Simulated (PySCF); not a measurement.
TeHF, SMILES [TeH]F.

Geometry: r2SCAN-D4/def2-TZVP. The def2 effective core potentials stand for the cores of Te; spin–orbit coupling is left out.

Vertical ionisation energy (IE) and electron affinity (EA) in eV. Rows of orbital energies are one-electron estimates. Where ΔSCF, EOM or ADC give a negative EA the extra electron is unbound and the value depends on the basis.

| level | IE | EA |
|---|---|---|
| −ε(HOMO), −ε(LUMO), ωB97X/def2-TZVPD (PySCF) | 8.92 | 0.50 |
| −ε(HOMO), −ε(LUMO), CAM-B3LYP/def2-TZVPD (PySCF) | 8.00 | 1.59 |
